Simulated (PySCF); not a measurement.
**Which determinant of MgSn⁺ lies lowest?**

Unrestricted PBE0; PySCF, spin-free X2C with a Gaussian nucleus, basis sets Mg x2c-SVPall, Sn x2c-SVPall. Outer shells of the fragments: Mg 3s2; Sn+ 4d10 5s2 5p1.

Followed along the bond (rough minima from three points):

```csv
2Ms+1,unpaired,⟨S²⟩ at the start,R at minimum (Å),Te (eV)
2,π ↑,0.77,2.96,0.00
4,"σ ↑, π ↑↑",3.75,2.70,1.31
2,σ ↑,0.75,none in the scan,≤ 0.87
```

Solutions found at the starting distance of 2.805 Å, counted from the lowest of them; the search is not exhaustive and high or unbound solutions are not listed, so other states can lie among these:

```csv
2Ms+1,unpaired,term,E (eV),⟨S²⟩,⟨Lz²⟩,μ (D)
2,π ↑,²Π,0.00,0.77,1.00,-6.97
2,σ ↑,²Σ⁺,1.14,0.75,0.00,-2.56
4,"σ ↑, π ↑↑",⁴Σ⁻,1.30,3.75,0.00,-8.85
4,"σ ↑↑, π ↑",⁴Π,1.66,3.75,1.00,-4.17
2,"σ ↓, π ↑↑",mixed,1.74,1.76,0.00,-8.72
2,"σ ↑, π ↑↓",mixed,1.77,1.76,2.01,-8.66
2,σ ↑,mixed,2.45,0.78,2.00,-8.26
4,"σ ↑, π ↑↑",mixed,3.98,3.75,2.01,-4.27
2,π ↑,²Π,5.10,0.84,1.00,-9.87
4,"σ ↑, π ↑, δ ↑",mixed,8.46,3.75,5.00,-3.90
4,"σ ↑, π ↑, δ ↑",mixed,8.47,3.75,5.00,-3.90
```

A term symbol is given only where ⟨S²⟩ and ⟨Lz²⟩ are close to those of a pure state; real π, δ and φ orbitals otherwise mix terms. A positive dipole points towards Sn; it is taken about the centre of mass and depends on that origin.

Spin–orbit coupling is left out. Counting both spins, an empty level lies below a filled one in some of these solutions, because spin and occupation are held.
